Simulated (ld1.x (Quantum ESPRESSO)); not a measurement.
## Which change was made? (Ta, TM semilocal)

```json
{
  "Element": "tantalum",
  "Generator": "ld1.x (Quantum ESPRESSO) 7.5",
  "Type": "norm-conserving Troullier–Martins (semilocal form)",
  "Functional": "PBE",
  "Relativity": "scalar-relativistic",
  "Frozen core": "[Kr] 4d10 4f14",
  "Valence charge": "13",
  "Reference configuration": "5s2 5p6 5d3 6s2 6p0",
  "Partial waves": "5s (bound): rc 1.70 bohr; 5p (bound): rc 1.40 bohr; 5d (bound): rc 2.30 bohr",
  "Local potential": "the d channel",
  "Core correction": "none"
}
```

Occupied shells without a wave of their own: 6s. They enter only through the test configuration that unscreens the potential.

Cutoffs, loose and tight: the cutoffs (Ry, on a coarse ladder) from which the occupation-weighted sum of valence levels, in a spherical-Bessel basis at the reference potential, stays within 10 and 1 mRy of its value at 400 Ry. They do not see the model core or the augmentation charge, which bear on the density cutoff. Test errors are all-electron minus pseudo excitation energies from the reference, over the configurations 5s2 5p6 5d3 6s1 6p0; 5s2 5p6 5d3 6s0 6p0; 5s2 5p6 5d2 6s0 6p0; 5s2 5p5 5d3 6s2 6p0; 5s2 5p6 5d3.5 6s1.5 6p0; 5s2 5p6 5d1 6s0 6p0; 5s2 5p6 5d3 6s1.5 6p0; variants that change the core or the reference have their own tests.

The base gives: outcome: generated, misses its reference levels by 1.35 eV; cutoff, loose: 90 Ry; cutoff, tight: 110 Ry; bound ghosts: none; largest test error (meV): -7310.

(1) After one change the result is: outcome: generated, misses its reference levels by 10.64 eV; bound ghosts: not determined; largest test error (meV): no test is counted, since the test run did not reproduce the reference configuration. Which change was it?
A. all radii scaled by about 1.16 (s 1.98, p 1.62, d 2.68 bohr)
B. wave 5s (bound): rc 1.70 bohr becomes 5s (bound): rc 1.08 bohr
C. core [Xe] 4f14, valence charge 5; reference 5d3 6s2 6p0; waves now 6s (bound): rc 2.95 bohr; 5d (bound): rc 1.60 bohr; 6p (bound): rc 3.60 bohr; local potential the p channel; core correction a·sin(br)/r model core inside 1.30 bohr

Results:

(1) A. The others give: core [Xe] 4f14, valence charge 5; reference 5d3 6s2 6p0; waves now 6s (bound): rc 2.95 bohr; 5d (bound): rc 1.60 bohr; 6p (bound): rc 3.60 bohr; local potential the p channel; core correction a·sin(br)/r model core inside 1.30 bohr → outcome: generated; cutoff, loose: 25 Ry; cutoff, tight: 35 Ry; bound ghosts: none; largest test error (meV): -173 | wave 5s (bound): rc 1.70 bohr becomes 5s (bound): rc 1.08 bohr → outcome: generated; cutoff, loose: 110 Ry; cutoff, tight: 180 Ry; bound ghosts: none; largest test error (meV): -385. In the semilocal form every listed channel keeps its own potential, so the choice of the local channel does not act on these tests. It acts once the file is put into the separable form.
